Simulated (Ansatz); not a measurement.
Consider the isomerisation: `COC(N)[SiH3]` → `C[SiH2]NCO`.

Calculated with Ansatz (gas phase, PBE0-D4/def2-TZVP geometries, no zero-point term in ΔE). CBS: MP2 limit from def2 TZ/QZ plus the TZ coupled-cluster correction, frozen cores. DFT in def2-TZVPP. B3LYP here is the variant with VWN-RPA as its local correlation; programs differ in this. One conformer a species, not always the lowest.

```json
{"level": "PBE-D4", "ΔE (kJ/mol)": "-150.0", "difference from CCSD(T)/CBS": "13.0"}
{"level": "r2SCAN-D4", "ΔE (kJ/mol)": "-160.0", "difference from CCSD(T)/CBS": "3.0"}
{"level": "PBE0-D4", "ΔE (kJ/mol)": "-157.8", "difference from CCSD(T)/CBS": "5.2"}
{"level": "B3LYP-D4", "ΔE (kJ/mol)": "-155.4", "difference from CCSD(T)/CBS": "7.6"}
{"level": "ωB97X-V", "ΔE (kJ/mol)": "-155.5", "difference from CCSD(T)/CBS": "7.5"}
{"level": "ωB97M-V", "ΔE (kJ/mol)": "-160.2", "difference from CCSD(T)/CBS": "2.8"}
{"level": "B2PLYP", "ΔE (kJ/mol)": "-160.8", "difference from CCSD(T)/CBS": "2.2"}
{"level": "PBE", "ΔE (kJ/mol)": "-151.0", "difference from CCSD(T)/CBS": "12.0"}
{"level": "r2SCAN", "ΔE (kJ/mol)": "-160.2", "difference from CCSD(T)/CBS": "2.8"}
{"level": "PBE0", "ΔE (kJ/mol)": "-158.7", "difference from CCSD(T)/CBS": "4.3"}
{"level": "B3LYP", "ΔE (kJ/mol)": "-157.1", "difference from CCSD(T)/CBS": "5.9"}
{"level": "HF/def2-TZVPP", "ΔE (kJ/mol)": "-165.6", "difference from CCSD(T)/CBS": "-2.6"}
{"level": "MP2/def2-TZVPP", "ΔE (kJ/mol)": "-168.0", "difference from CCSD(T)/CBS": "-5.0"}
{"level": "SCS-MP2/def2-TZVPP", "ΔE (kJ/mol)": "-163.3", "difference from CCSD(T)/CBS": "-0.3"}
{"level": "CCSD/def2-TZVPP", "ΔE (kJ/mol)": "-161.8", "difference from CCSD(T)/CBS": "1.2"}
{"level": "CCSD(T)/def2-TZVPP", "ΔE (kJ/mol)": "-159.5", "difference from CCSD(T)/CBS": "3.5"}
{"level": "HF/def2-QZVPP", "ΔE (kJ/mol)": "-166.4", "difference from CCSD(T)/CBS": "-3.4"}
{"level": "MP2/def2-QZVPP", "ΔE (kJ/mol)": "-170.3", "difference from CCSD(T)/CBS": "-7.3"}
{"level": "SCS-MP2/def2-QZVPP", "ΔE (kJ/mol)": "-165.9", "difference from CCSD(T)/CBS": "-2.9"}
{"level": "HF/CBS(def2)", "ΔE (kJ/mol)": "-166.5", "difference from CCSD(T)/CBS": "-3.5"}
{"level": "MP2/CBS(def2)", "ΔE (kJ/mol)": "-171.5", "difference from CCSD(T)/CBS": "-8.5"}
{"level": "CCSD/CBS(def2)", "ΔE (kJ/mol)": "-165.3", "difference from CCSD(T)/CBS": "-2.3"}
{"level": "CCSD(T)/CBS", "ΔE (kJ/mol)": "-163.0", "difference from CCSD(T)/CBS": "0"}
```

Largest T1 diagnostic among the species: 0.012.

From PBE to PBE0 (25 % exact exchange), in def2-TZVPP and without D4, ΔE moves by −7.6 kJ/mol.
